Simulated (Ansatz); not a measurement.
Ansatz (a first-principles code) input (CCSD(T)/aug-cc-pV(D+d)Z):
A basis named .json is the Basis Set Exchange file of that set.

Ansatz 0.2 input:
```yaml
crystal:
  periodic: [false, false, false]
  atoms:
    - {symbol: Cl, position_ang: [-1.70065562, -0.32158786, 0.05694345]}
    - {symbol: Si, position_ang: [0.00102501, 0.63883195, -0.00618000]}
    - {symbol: Cl, position_ang: [1.69961322, -0.32808452, -0.05065858]}
    - {symbol: H, position_ang: [0.00337071, 2.10078307, -0.02032277]}
basis:
  gaussian:
    orbitals: aug-cc-pV_D+d_Z.json
total_charge: 1
magnetization: {spin_polarized: false}
correlation: {method: ccsd_t, electrons: outside_noble_gas}
output: {forces: true}
```

End of the output:

```
mean field: 0.40 GiB planned
mean field evaluation 1: about -32878.2483 eV, gradient 2.2e1 eV
mean field evaluation 2: about -32878.4021 eV, gradient 2.3e1 eV
mean field evaluation 4: about -32880.0358 eV, gradient 2.0e0 eV
mean field evaluation 8: about -32880.0544 eV, gradient 1.3e-1 eV
mean field evaluation 16: about -32879.5455 eV, gradient 1.0e1 eV
mean field -32880.05456514 eV, -1208.3197183674 hartree, gradient 1.7e-6 eV, S^2 0.000000; 0 other end points of the search recorded, 0 dependent functions left out
15 core orbitals not correlated
reference -32880.05456514 eV, -1208.3197183674 hartree; 9, 9 occupied and 81, 81 virtual orbitals, 1031 factors
densities: 0.53 GiB planned
second order -10.19438532 eV of doubles, -0.00000000 eV of singles
coupled cluster: 0.37 GiB planned
cycle   1  -10.85030183 eV  change   -6.6e-1 eV  update   7.7e-2
cycle   2  -11.10137721 eV  change   -2.5e-1 eV  update   2.3e-2
cycle   3  -11.15888647 eV  change   -5.8e-2 eV  update   1.3e-2
cycle   4  -11.15489465 eV  change    4.0e-3 eV  update   3.7e-3
cycle   5  -11.15341205 eV  change    1.5e-3 eV  update   1.2e-3
cycle   6  -11.15340079 eV  change    1.1e-5 eV  update   3.6e-4
cycle   7  -11.15346974 eV  change   -6.9e-5 eV  update   1.0e-4
cycle   8  -11.15349810 eV  change   -2.8e-5 eV  update   2.9e-5
cycle   9  -11.15349378 eV  change    4.3e-6 eV  update   9.0e-6
cycle  10  -11.15349214 eV  change    1.6e-6 eV  update   2.5e-6
perturbative correction -0.38073973 eV, -0.0139919269 hartree
the calculation of the forces begins
Total energy: -32891.58879700 eV, -1208.7435935702 hartree
Atom 0 at    -1.700656    -0.321588     0.056943 Å, force    -0.446573    -0.221609     0.016273 eV/Å
Atom 1 at     0.001025     0.638832    -0.006180 Å, force     0.000555     0.345981    -0.003347 eV/Å
Atom 2 at     1.699613    -0.328085    -0.050659 Å, force     0.445859    -0.223314    -0.011969 eV/Å
Atom 3 at     0.003371     2.100783    -0.020323 Å, force     0.000159     0.098942    -0.000957 eV/Å
Dipole moment:     0.000729     0.454518    -0.004397 e Å
```
